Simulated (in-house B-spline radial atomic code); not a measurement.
Configurations of Ho II (Ho+), with energies counted from [Xe] 4f11 6s1. All numbers are computed (scalar-relativistic (X2C) LC-wPBE, spin-polarised, spherical fractional occupations, exact exchange averaged over the configuration; Fermi nucleus of rms radius 5.2022 fm) with a B-spline radial code for spherical atoms, not measured. Shells without spins written out take the highest spin.

Occupations are held fixed; configurations that lie above the ionisation limit could autoionise.

| configuration | E - E(ref) (eV) | highest orbital | its <r> (bohr) |
| --- | --- | --- | --- |
| [Xe] 4f11 6p1 | 3.4322 | 6p up | 4.808 |
| [Xe] 4f11 7s1 | 6.1792 | 7s up | 7.816 |
| [Kr] 4d10 4f11 5s2 5p5 6s1 7d1 | 34.612 | 7d up | 12.99 |
| [Kr] 4d10 4f11 5s2 5p5 6s1 7f1 | 35.92 | 7f up | 22.94 |
| [Kr] 4d9 4f11 5s2 5p6 6s1 7d1 | 169.44 | 7d up | 12.94 |

(1) Order these further configurations by energy, lowest first.
A. [Kr] 4d10 4f11 5s2 5p5 6s2
B. [Xe] 4f10 6s1 6p1
C. [Xe] 4f10 6s1 6f1
D. [Kr] 4d10 4f11 5s2 5p5 6s1 7p1
E. [Xe] 4f11 7d1

(2) How far above the reference does [Kr] 4d9 4f12 5s2 5p6 6s1 lie?

Results:

(1) B (5.5157 eV), E (8.8063 eV), C (13.233 eV), A (24.772 eV), D (32.955 eV).

(2) 155.89 eV; its least bound orbital is 6s up with <r> = 3.684 bohr.
